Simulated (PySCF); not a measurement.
# Hartree-Fock beside MP2: F2H3NSi

All numbers below are calculated, not measured. They come from PySCF 2.14.0, an open-source quantum chemistry program, on an isolated molecule that a program drew, which may never have been made. The molecule is F2H3NSi (charge 0, singlet), drawn as the SMILES string `N[SiH](F)F`.

The geometry was optimised and harmonic frequencies were computed with HF and MP2, all in the cc-pV(D+d)Z basis, for the commonest isotopes, with a restricted reference for singlets and an unrestricted one otherwise, and a frozen core in MP2. Each result is a local minimum of its method.

Geometry at the HF minimum:
```xyz
7
F2H3NSi, angstrom
N     0.1240   -0.6556   -1.3388
Si   -0.5862   -0.1883    0.1118
F    -0.4686    1.4024    0.2314
F    -2.1622   -0.4762    0.2033
H     0.3396   -1.6179   -1.5167
H    -0.0553   -0.1562   -2.1896
H     0.0330   -0.8469    1.2555
```

Lengths of the bonds as drawn, in Å (atoms numbered as above):
| bond | HF | MP2 |
|---|---|---|
| N1-Si2 | 1.681 | 1.698 |
| Si2-F3 | 1.599 | 1.619 |
| Si2-F4 | 1.605 | 1.625 |
| N1-H5 | 1.002 | 1.017 |
| N1-H6 | 1.003 | 1.018 |
| Si2-H7 | 1.458 | 1.463 |

Rotational constants, in GHz:
```
constant     HF    MP2
       A  7.124  6.942
       B  6.371  6.247
       C  3.897  3.793
```

Harmonic frequencies in cm^-1, each column in rising order, so a row needn't be the same motion in every method:
```
rank    HF   MP2
   1   145   155
   2   281   271
   3   353   340
   4   381   368
   5   423   440
   6   782     ?
   7   852   811
   8   890   853
   9   950   911
  10   986   956
  11  1025   989
  12  1683  1566
  13  2434  2379
  14  3783  3605
  15  3877  3710
```

**Estimate the missing MP2 frequency from the HF column.**

A single factor s that minimises the squared misfit of MP2 against s times HF over the other rows is sum(HF x MP2) / sum(HF^2) = 0.9576, with an rms misfit of 21 cm^-1. For rank 6 it gives 0.9576 x 782 = 749 cm^-1. The calculation gives 743 cm^-1, 6 cm^-1 below the estimate. The drawn bonds are on average 1.1 % longer in MP2 than in HF.
